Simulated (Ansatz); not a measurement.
# Match the barriers

Saddle point of SiNH7O4, closed shell (SiH₄O₄ ([OH][Si]([OH])([OH])[OH]) + NH₃ → SiNH₅O₃ ([NH2][Si]([OH])([OH])[OH]) + H₂O; bonds formed: O2–H6; dative contacts that become bonds: Si1–N7; bonds broken: Si1–O2, H6–N7), PBE0-D4/def2-TZVP structure:

```
13
angstrom
Si -0.0397 -0.5851 0.1255
O -0.0350 1.5330 0.7892
O 0.1632 -1.9845 -0.7269
O -1.6551 -0.6017 0.3945
O 1.0649 -0.6985 1.3184
H 0.3434 1.3944 -0.5475
N 0.5107 0.5138 -1.2480
H -0.7483 2.1223 1.0386
H -0.1052 -2.7909 -0.2858
H -1.9397 0.1344 0.9387
H 1.0728 0.1374 1.8017
H -0.0977 0.4796 -2.0569
H 1.4658 0.3459 -1.5414
```

Computed with Ansatz 0.2.0 (basis: def2-TZVPP, with def2-QZVPP for the basis limit); correlated methods freeze the cores. Extrapolation: Hartree–Fock as exp(−7.88 √X), correlation as X^−2.97. Four methods, as single points on the PBE0-D4 structures, gave these electronic barriers from the start structure: 1.225, 1.341, 1.443, 1.787 eV.

**Question.** The methods were, in alphabetical order, BLYP-D4, HF, MP2, PBE0-D4. Which gave which? (Judge from chemistry; the calculation decides.)

**Answer.** Computed: BLYP-D4 1.225; PBE0-D4 1.341; MP2 1.443; HF 1.787 eV. For comparison, CCSD(T) at an estimated basis limit (MP2 extrapolated from triple and quadruple zeta, plus CCSD(T) − MP2 in triple zeta) gives 1.469 eV.

The T1 diagnostic stays at or below 0.012.

Labels in which every atom is bracketed show which atoms are joined, not bond orders.

For scale, one of the runs: CCSD(T)/def2-TZVPP, 295 basis functions, launched by `ansatz run in.yaml --threads 8 --pin off --events-out ev --progress --plain --max-ram 19148MiB`. Time: 4.5 min of wall clock on 8 CPU threads of an Intel Xeon; the host was shared. Peak host memory: 10 GiB.
